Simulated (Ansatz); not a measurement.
`O=C=C([SiH3])[SiH3]`, charge 0, multiplicity 1.

Task: Give a relaxed structure at PBE0-D4/def2-TZVP (the Gaussian-basis code of Ansatz). (An estimate is asked.)

Result: Ansatz gave: 
Cartesian coordinates in Å:
```
O -1.248 -0.776 2.492
C -0.750 -0.466 1.496
C -0.187 -0.116 0.373
Si 1.664 -0.103 0.280
Si -1.276 0.345 -1.055
H 2.124 -1.034 -0.783
H 2.144 1.261 -0.060
H 2.223 -0.521 1.590
H -1.006 -0.554 -2.207
H -2.697 0.225 -0.646
H -0.990 1.740 -1.479
```
Point group C2v.
This is one stationary point; other conformers may exist.
